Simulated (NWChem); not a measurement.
Molecule: ZrO2; SMILES [O]=[Zr]=[O]

Results from NWChem. Geometry: optimised at PBE0/def2-SVP. def2 effective core potentials on Zr; no spin-orbit coupling. B3LYP is NWChem's, with the RPA form of VWN correlation.

Question: Among these, which level gives the highest value of “dipole (D)”?
(A) B3LYP/def2-SVP
(B) MPW1K/def2-SVP
(C) PBE/def2-SVP
(D) Hartree-Fock/def2-SVP

Answer: D, Hartree-Fock/def2-SVP. Values: PBE/def2-SVP 7.12; B3LYP/def2-SVP 7.62; MPW1K/def2-SVP 8.27; Hartree-Fock/def2-SVP 9.46
